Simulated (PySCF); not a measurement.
BFClBr, SMILES FB(Br)Cl. Geometry: TPSSh-D3(BJ)/def2-SVP.

TDDFT-LC-ωPBE/def2-SVPD (PySCF) puts the lowest singlet excitations at 6.45, 7.30, 7.52, 8.11, 8.22, 8.37 eV.

Q: What are the lowest excitation roots from ADC(2)/aug-cc-pVDZ (PySCF)? (Estimate from the structure and the level; the computed values follow.)

A: 6.47, 7.17, 7.67, 7.79, 8.11, 8.34 eV. S1 differs by 0.02 eV (second minus first; roots are paired by order, and the bases may differ).
